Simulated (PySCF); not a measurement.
## What settings do to a single point of [Au(CH3)2]−

The sound run of [Au(CH3)2]− (singlet) uses PySCF 2.14.0, RKS B3LYP, Au def2-SVP with ECP60, C def2-SVP, H def2-SVP; non-relativistic Hamiltonian with scalar-relativistic core potentials where named; density fitting; no spin-orbit coupling, grid (50, 194), threshold 1e-8 Eh and 55 cycles, at the relaxed geometry:

```xyz
9

Au    0.0000    0.0000    0.0000
C     0.0000    0.0000    2.1286
H    -0.8872   -0.5122    2.5562
H     0.8872   -0.5122    2.5562
H     0.0000    1.0245    2.5562
C     0.0000    0.0000   -2.1286
H    -0.8872    0.5122   -2.5562
H     0.8872    0.5122   -2.5562
H     0.0000   -1.0245   -2.5562
```

There Au1 has a Mulliken charge of -0.25 e and the dipole about the centre of mass is 0.00 D. Each run below changes one thing and starts from free metal ions and neutral atoms unless it says otherwise; with 55 cycles, smearing, a level shift and second-order steps follow where DIIS fails, and their cycles count. Energy shifts count from the sound run.

```
                                                       change    outcome  cycles  energy shift (eV)  largest force component (eV/Å)  charge on Au1 (e)  dipole about the centre of mass (D)
                                                grid (15, 26)  converged       8               0.79                            3.72              -0.23                                 0.00
start from a density of up to 30 smeared cycles (not counted)  converged       6             0.0000                            0.00              -0.25                                 0.00
```

Question: One further run converged with energy shift (eV) 1.96, largest force component (eV/Å) 2.75, charge on Au1 (e) -0.23, dipole about the centre of mass (D) 0.00. Which change was it?
A. all coordinates × 1.12
B. cycle limit 8
C. threshold 0.001

Answer: A.

Question: And the other changes listed?

Answer: 
| change | outcome | cycles | energy shift (eV) | largest force component (eV/Å) | charge on Au1 (e) | dipole about the centre of mass (D) |
| --- | --- | --- | --- | --- | --- | --- |
| cycle limit 8 | converged | 8 | 0.0000 | 0.00 | -0.25 | 0.00 |
| threshold 0.001 | converged | 6 | 0.0000 | 0.01 | -0.25 | 0.00 |

Unsound on purpose, so not properties of the compound: grid (15, 26).

Forces carry noise of the integration grid, about 0.01 to 0.03 eV/Å.

No frequency check is given that shows the relaxed geometry to be a minimum.
